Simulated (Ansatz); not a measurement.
Cu₄Cl₄ (the lowest singlet isomer of a short search) was relaxed with r2SCAN-D4 (def2-SVP) in Ansatz in these states: charge -1 doublet, neutral quintet, neutral singlet, neutral triplet. The geometries follow in no particular order.

A:

```tsv
atom	x (Å)	y (Å)	z (Å)
Cu1	-0.083	1.381	1.815
Cu2	-0.662	-1.633	-1.024
Cu3	0.932	-0.652	0.410
Cu4	-0.716	0.702	-0.682
Cl5	2.190	0.767	1.592
Cl6	0.830	-2.942	-0.011
Cl7	-0.246	2.802	-0.070
Cl8	-2.245	-0.425	-2.029
```

B:

```xyz
8

Cu    0.5454   -1.8655    0.6299
Cu   -0.5452    1.8655   -0.6297
Cu   -1.0784   -0.0190    0.8771
Cu    1.0785    0.0190   -0.8769
Cl   -0.3237   -1.3085    2.5281
Cl   -2.5683    1.2573   -0.1761
Cl    1.3310   -2.1389   -1.3642
Cl    1.5607    2.1901   -0.9882
```

C:

```xyz
8

Cu    1.3940    0.9272   -1.2035
Cu   -1.3905   -0.9324    1.2036
Cu   -0.5951   -0.4139   -1.0083
Cu    0.5897    0.4219    1.0082
Cl    0.3525    0.1919   -3.0037
Cl   -2.4564   -1.6779   -0.5784
Cl    2.4545    1.6807    0.5784
Cl   -0.3486   -0.1975    3.0038
```

D:

```csv
atom,x (Å),y (Å),z (Å)
Cu1,1.618,-1.045,-0.695
Cu2,-1.618,1.045,0.695
Cu3,0.691,1.014,0.083
Cu4,-0.691,-1.014,-0.084
Cl5,2.963,0.718,-0.599
Cl6,-0.473,2.936,0.900
Cl7,0.478,-2.942,-0.879
Cl8,-2.968,-0.713,0.578
```

Problem. Judge from the bond lengths which geometry belongs to which state (an estimate).

Solution. A is the neutral quintet (Cu3–Cu4 2.396 Å, Cu1–Cu3 2.672 Å, Cu1–Cu4 2.665 Å); B is the neutral singlet (Cu3–Cu4 2.780 Å, Cu1–Cu3 2.471 Å, Cu1–Cu4 2.471 Å); C is the neutral triplet (Cu3–Cu4 2.484 Å, Cu1–Cu3 2.407 Å, Cu1–Cu4 2.407 Å); D is the charge -1 doublet (Cu3–Cu4 2.459 Å, Cu1–Cu3 2.388 Å, Cu1–Cu4 2.388 Å).

At r2SCAN-D4/def2-SVP the highest occupied level of the relaxed charge -1 doublet lies above zero (up to 0.28 eV). By energy differences its removal costs 1.74 eV (each at its own geometry, to the charge 0 singlet, at PBE0-D4/def2-TZVP). At PBE0-D4/def2-TZVP a singlet lies 6.28 eV below the neutral quintet. At PBE0-D4/def2-TZVP a singlet lies 2.42 eV below the neutral triplet. These are the stationary points nearest to one start from a short search; other shapes may lie lower in each state.
